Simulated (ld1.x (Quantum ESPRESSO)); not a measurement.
The numbers below are computed, except where a source is named.
Hardness and transferability of assorted potentials

Generated with ld1.x 7.5 (TM, RRKJ, ultrasoft, PAW), atompaw 4.2 or ONCVPSP 4.0.1. The cutoff is in Ry: for ld1.x and atompaw files where the sum of valence levels is converged to 10 mRy in a Bessel basis, for ONCV files where the hardest occupied wave has 1 mHa per electron of residual kinetic energy. The error is the largest all-electron minus pseudo excitation energy over each file’s own four to seven test configurations (ionisations up to +4, promotions, holes and added fractions of an electron), all of which were solved. The labels leave out finer settings (local radius, basis sizes, second energies), which also bear on the numbers. Spin-polarised tests are not counted. The rows are a selection from randomly drawn settings: files with unsolved tests, undetermined cutoffs or missed reference levels are left out.

A true bound ghost makes a file unfit for plane-wave use even where its test errors are small: the radial tests pick states by their node count and pass the ghost by.

```csv
element,potential,cutoff (Ry),largest error (meV),bound ghosts
Mo,"TM semilocal, LDA (PZ), scalar-relativistic, rc 3.44/3.58/2.92 (spd), local d, core correction yes, reference 4d3 5s0 5p0",25,-359,none
Cd,"TM, PBE, scalar-relativistic, rc 2.50/1.65/1.25 (spd), local d, core correction yes, reference 4p6 4d10 5s1.5 5p0",90,-158,s
```

Q: Fill in the row for Sb: TM, PBE, scalar-relativistic, rc 1.80/2.60 (sp), local s, core correction yes, reference 5s2 5p3.

A: cutoff 25 Ry, largest error -501 meV, bound ghosts: none.

Q: Fill in the row for Pd: TM, LDA (PZ), scalar-relativistic, rc 0.95/1.45/1.80 (spd), local d, core correction yes, reference 4s2 4p6 4d8 5s0 5p0.

A: cutoff 140 Ry, largest error -75 meV, bound ghosts: none.

Q: Fill in the row for Xe: TM semilocal, PBEsol, scalar-relativistic, rc 1.25/1.75/1.70 (spd), local s, core correction yes, reference 5s2 5p6.

A: cutoff 140 Ry, largest error -21 meV, bound ghosts: none.
